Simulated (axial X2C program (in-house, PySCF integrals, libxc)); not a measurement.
**MoP⁻: properties at the nuclei**

Computed with an in-house all-electron X2C program for linear molecules (integrals from PySCF): two-component X2C with atomic mean-field Coulomb and Gaunt terms, Gaussian nuclei, basis Mo dyall-acv3z, P dyall-av3z with contracted cores.

R = 2.174 Å (near the PBE0 minimum at charge -1 of the determinant lowest at the starting distance; the state shown can have its own minimum elsewhere).

Determinant lowest in the PBE0 search, Ω = 1 (⟨Sz⟩ = 2.00, ⟨Lz⟩ = -1.00 at PBE0), spin on the atoms Mo 2.36, P -0.36:

```
level  Eeff magnitude (GV/cm)  Ws magnitude Mo (kHz)  A∥/gI Mo (MHz)  qzz Mo (a.u.)  A∥/gI P (MHz)  qzz P (a.u.)
 PBE0                    2.39                   1.26             692           0.48          -84.6         -0.65
   HF                     2.9                   1.44             251           0.64          -84.6         -1.12
 BP86                    2.03                   1.08             828           0.28          -70.2         -0.60
  PBE                    2.04                   1.08             818           0.24            -67         -0.62
```

Eeff is the effective electric field on the electron electric dipole moment in this Ω state and Ws the scalar–pseudoscalar constant of the nucleus named (defined with the proton number Z and per Ω); A∥ (defined per Ω) follows by multiplying with gI = μI/(I μN); qzz is the electric field gradient, eQq0 = 234.96 MHz × Q/barn × qzz. The operators were transformed with the bare-nucleus X2C matrices; with these basis sets, hyperfine constants and field gradients can be off by tens of per cent, and where levels differ in sign neither size nor sign is settled.

(1) With gI(31P) = 2.2632 (g factors from the IAEA table of nuclear moments by Stone), turn the PBE0 values of the first state into constants in MHz.

Each state is one determinant with collinear spin, which with several unpaired electrons need not be a pure state. Unrestricted Hartree–Fock can overshoot spin polarisation at the nuclei. For an anion, determinants above electron detachment, or with a positive highest level, are held by the basis set. With several open shells hyperfine constants can be off by a factor of several. In the state Ω = 1 the atomic spins oppose each other (2.36, -0.36): a broken-symmetry determinant whose values are not spin-projected. Open-shell Ω = 0 determinants with evenly filled partner blocks cannot be reached by this program, so the Ω shown need not be the lowest component. Left out as unconverged or as another state under the same occupation: LDA in at least one table. At HF a later determinant lies lower. States lie within half an eV, so the first need not be the ground state. Further determinants of the search, some of them spin-mixed, are not shown. Where a field gradient or hyperfine factor spreads by more than a factor of two over the levels, a constant derived from it is not to be relied on.

Results:

(1) A∥(31P) = -84.6 × 2.2632 = -191 MHz.
